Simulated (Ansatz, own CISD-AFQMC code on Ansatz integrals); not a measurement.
C3H5N, SMILES `[H]/N=C\C=C` (C–C–C–N torsion 180°) (charge 0, multiplicity 1).

Z-matrix (Å, degrees):
```
C
C 1 1.3316
H 2 1.0816 1 121.97
H 2 1.0838 3 116.95 1 -179.91
H 1 1.0866 2 120.54 3 0.04
C 1 1.4628 5 116.65 2 179.99
N 6 1.2713 1 127.14 5 0.01
H 7 1.0234 6 110.91 1 -0.01
H 6 1.0930 7 117.34 8 179.99
```
Charge 0, multiplicity 1.

Frozen-core correlation energies in cc-pVDZ at a geometry from B3LYP-D3(BJ)/def2-TZVP, on an HF energy of -170.93643 Ha (<S^2> = 0.00, restricted and unstable towards unrestricted orbitals). Wave-function levels are from Ansatz, the walk from an own CISD-AFQMC code on Ansatz integrals (time step 0.005/Ha, trial state from CCSD amplitudes, largest double 0.12).

```
level    correlation energy (mHa)
-------  ------------------------
MP2                        -559.5
CCSD                       -599.3
CCSD(T)                    -621.6
```

Question: What correlation energy does phaseless AFQMC give, and where does it lie among these levels?

Answer: -624.3 ± 0.4 mHa (one standard error). AFQMC minus each level: MP2 -64.7 mHa, CCSD -25.0 mHa, CCSD(T) -2.6 mHa.
